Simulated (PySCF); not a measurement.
Molecule: `InChI=1S/C6H10O2/c1-2-7-6-4-3-5-8-6/h3,5-6H,2,4H2,1H3/t6-/m1/s1`.

Bonds (- single, = double, # triple, : aromatic): C1-C2, C2-O3, O3-C4, C4-C5, C5-C6, C6=C7, C7-O8, O8-C4. C1 carries H9, H10, H11; C2 carries H12, H13; C4 carries H14; C5 carries H15, H16; C6 carries H17; C7 carries H18. Stereochemistry as in CCO[C@H]1CC=CO1. H15 is cis to O3 on the ring; H12 is pro-R; H13 is pro-S; H16 is trans to O3 on the ring.

Frames of a GFN2-xTB Langevin trajectory at 400 K; GIAO PBE0/pcSseg-1 shieldings in PySCF, gas phase, non-relativistic; equivalent atoms averaged within each frame.

Chemical shifts δ = σref − σ; 13C (σ = 186.93 ppm) and 1H (σ = 31.72 ppm) against TMS; 17O (σ = 336.08 ppm) vs H2O, all at this level. The references are static minima.

How do the shifts (ppm) fluctuate along the trajectory?

## Answers


```tsv
time (fs)	C7	C4	C6	C2	C5	C1	O8	O3	H18	H14
250	155.7	113.5	104.0	66.6	39.1	16.2	177.8	102.0	6.81	5.74
425	150.0	106.8	111.4	66.9	45.7	14.0	183.7	132.0	6.37	5.88
625	154.5	110.6	106.3	71.7	48.2	20.7	155.0	118.4	6.19	5.87
800	153.8	111.7	116.9	62.9	51.0	23.5	165.3	146.0	6.43	6.87
1000	148.4	112.0	100.9	59.9	44.7	15.5	184.0	104.5	6.44	5.43
mean of frames	152.5	110.9	107.9	65.6	45.7	18.0	173.1	120.6	6.45	5.96
standard deviation	3.1	2.5	6.3	4.4	4.5	4.0	12.7	18.6	0.22	0.54
```

5 frames give an uncertainty of the mean of about the standard deviation over 2.2 at best, since frames this close in time may not be independent; classical motion lacks zero-point vibration, and the reference would need the same averaging.
